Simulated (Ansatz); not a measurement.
```yaml
atoms:
  - { symbol: O, position_ang: [0.0000, 0.7716, -0.6580] }
  - { symbol: H, position_ang: [0.0000, 1.4671, -0.1009] }
  - { symbol: Cl, position_ang: [0.0000, -0.4494, 0.3156] }
```

Basis set: 6-31G* (spherical functions). Left uncorrelated: 6 orbitals. Charge 0, multiplicity 1.

Computed with Ansatz (development build ahead of 0.2.0); each method stands on the lowest determinant of its kind that the runs found. Restricted open shells among the atoms or ions are ROHF, correlated in semicanonical orbitals with singles.

(1) Give the atomization energy at this shape (free ground-state atoms in the same class of orbitals less the molecule, no zero-point energy) of singlet HClO by RHF-MP2, RHF.

Answers

(1)

```csv
method,atomization energy
RHF-MP2,5.50 eV
RHF,2.90 eV
```

Caution: the shape is not the minimum.
